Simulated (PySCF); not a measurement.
Polarisability and C₆ of Mg (magnesium, neutral)

[Ne] 3s1 3p1, high-spin 3P determinant (an excited configuration). Calculation: PySCF 2.14, in aug-cc-pCVTZ; no relativity, point nucleus. Coupled (time-dependent) response in atomic units; α is the mean over directions.

```
 method  mean α (bohr³)         α xx, yy, zz  C₆ (like pair)  S(−4)
r2SCANh           101.9  84.76, 136.0, 84.76            1038   6721
```

S(−4) is the Cauchy moment in α(ω) = α(0) + S(−4) ω² + …

α(iu) at r2SCANh:

```
u (hartree)  α(iu) (bohr³)
          0          101.9
     0.0500          88.00
      0.100          64.25
      0.200          32.33
      0.300          18.07
      0.500          7.764
      0.750          3.868
       1.00          2.389
       1.50          1.261
       2.00         0.8289
       3.00         0.4743
       5.00         0.2370
```

A single London oscillator, α(iu) = α/(1 + u²/ω²), gives C₆ = (3/4) ω α². Matching the computed C₆ needs ω = 4 × 1038 / (3 × 101.9²) = 0.133 hartree.

The components differ because the open shell of this determinant is not spherical; for a pure term their mean is the scalar polarisability.
